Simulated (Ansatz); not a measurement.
Molecule: ReF, charge 0, multiplicity 3. The spin state was set by rule; other spins were not relaxed. 
Geometry from a B3LYP-D3(BJ)/def2-TZVP (Ansatz, a quantum-chemistry and plane-wave program) optimisation:
```xyz
2

Re     0.0000     0.0000    -0.1974
F      0.0000     0.0000     1.6447
```
Charge 0, spin multiplicity 3.

Parts of the frozen-core correlation energy in def2-QZVPP (Ansatz, hartree). Frozen orbitals: 5; correlated occupied orbitals by spin: 8 and 6; virtual: 132 and 134. UHF or UKS for open shells. No spin-orbit coupling. In def2 rows, elements after Kr have scalar-relativistic effective core potentials. The program attaches cautions to this run: other amplitudes.

| term | value |
|---|---|
| reference (HF) | -176.96485 |
| MP2 opposite-spin | ? |
| MP2 same-spin | ? |
| CCSD correlation | -0.45740 |
| (T) | ? |
| T1 diagnostic | 0.046 |
| largest doubles amplitude | 0.234 |
| <S^2> of the reference | 3.318 |

### Question
Fill in the missing entries.

### Answer

- MP2 opposite-spin, value: -0.31533
- MP2 same-spin, value: -0.12277
- (T), value: -0.03087
